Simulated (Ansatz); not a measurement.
C$_{3}$H$_{3}$F$_{3}$O (`O=CCC(F)(F)F`) at its PBE0-D4/def2-TZVP geometry, where that method's forces vanish. The species carries charge 0 and has multiplicity 1.

```xyz
10

O    -0.8088   -1.1571    1.5249
C    -0.8304   -1.1450    0.3300
C    -0.1223   -0.1459   -0.5483
C     0.6732    0.9114    0.1751
F     1.2530    1.7342   -0.7155
F     1.6469    0.3851    0.9181
F    -0.0938    1.6626    0.9653
H    -1.4017   -1.9061   -0.2433
H    -0.8644    0.3484   -1.1833
H     0.5483   -0.6875   -1.2229
```

What forces (eV/Å) does r2SCAN-D4/def2-TZVPP give on these atoms in the Gaussian-basis code of Ansatz? (Estimate.)

The calculation gave: 
```
O1   0.027  0.022  0.429
C2  -0.035 -0.037 -0.288
C3   0.008  0.013 -0.110
C4  -0.192 -0.256 -0.147
F5   0.184  0.261 -0.268
F6   0.276 -0.167  0.227
F7  -0.234  0.208  0.241
H8  -0.033 -0.042 -0.052
H9   0.006 -0.006 -0.016
H10 -0.008  0.005 -0.015
```
